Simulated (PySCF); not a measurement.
Input for PySCF: R-B3LYP/3-21G on C3H8O (SMILES CCCO), a point of a torsion scan.

```python
from pyscf import gto, scf, dft, mp
from pyscf.data.elements import chemcore

mol = gto.M(
    atom='''
    C    -1.19423395    0.76982784    0.11944944
    C    -0.42549931   -0.48425439   -0.27594437
    C     0.97250222   -0.51622122    0.35032149
    O     1.53485523   -1.80693070    0.38501881
    H    -2.17740327    0.77421059   -0.34475557
    H    -0.65956316    1.66161871   -0.19982174
    H    -1.32266059    0.81577211    1.19866263
    H    -0.97987663   -1.36314382    0.06915968
    H    -0.34452925   -0.55377985   -1.36129882
    H     1.67016569    0.09361327   -0.22661137
    H     0.92021312   -0.10522271    1.37082300
    H     0.93773071   -2.39091911    0.86573404
    ''',
    basis='3-21g',
    charge=0, spin=0, verbose=3, max_memory=1800)
mf = dft.RKS(mol, xc='b3lyp')
mf.conv_tol = 1e-8
mf.max_cycle = 100
mf.kernel()
if not mf.converged:
    mf = mf.newton().run(mf.mo_coeff, mf.mo_occ)
```

The log:

```
converged SCF energy = -193.279034608597
```

The run converged.

Cost: very roughly 4 core-seconds.
